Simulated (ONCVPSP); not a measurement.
An all-electron radial function and its pseudo partner (strontium)

Columns: radius, all-electron u(r) and pseudo u(r) of the 5s shell (level -3.54 eV) of strontium in the configuration [Kr] 5s2; PBEsol, scalar-relativistic, ONCV scheme, ONCVPSP 4.0.1.

| r (bohr) | all-electron | pseudo |
| --- | --- | --- |
| 0.190 | -0.0186 | 0.0009 |
| 0.380 | 0.1446 | 0.0039 |
| 0.570 | 0.0091 | 0.0109 |
| 0.760 | -0.1569 | 0.0238 |
| 0.950 | -0.2381 | 0.0438 |
| 1.140 | -0.2324 | 0.0715 |
| 1.330 | -0.1678 | 0.1065 |
| 1.520 | -0.0722 | 0.1479 |
| 1.710 | 0.0335 | 0.1942 |
| 1.900 | 0.1364 | 0.2434 |
| 2.090 | 0.2293 | 0.2940 |
| 2.280 | 0.3092 | 0.3439 |
| 2.470 | 0.3753 | 0.3912 |
| 2.660 | 0.4281 | 0.4340 |
| 2.850 | 0.4690 | 0.4705 |
| 3.040 | 0.4992 | 0.4994 |
| 3.230 | 0.5202 | 0.5202 |
| 3.420 | 0.5330 | 0.5330 |
| 3.610 | 0.5387 | 0.5387 |
| 3.800 | 0.5382 | 0.5382 |
| 3.990 | 0.5326 | 0.5326 |
| 4.180 | 0.5226 | 0.5226 |
| 4.370 | 0.5091 | 0.5091 |
| 4.560 | 0.4927 | 0.4927 |
| 4.750 | 0.4741 | 0.4741 |
| 4.940 | 0.4539 | 0.4539 |

(1) How many radial nodes do the two functions have?

(2) At about which radius was the pseudo-wave matched?

(3) Is the pseudo-wave norm-conserving?

Results:

(1) The all-electron 5s function has n − l − 1 = 4 (the table is too coarse to show those close to the nucleus); the pseudo-wave has 0, since the states of the same l below it are removed with the core.

(2) 3.70 bohr. The columns agree to 0.0005 from 3.04 bohr on; several derivatives are matched, so the curves merge somewhat inside the radius.

(3) Yes: the ONCV scheme keeps the norm inside the radius equal to the all-electron one, which fixes the energy derivative of the logarithmic derivative at the level.
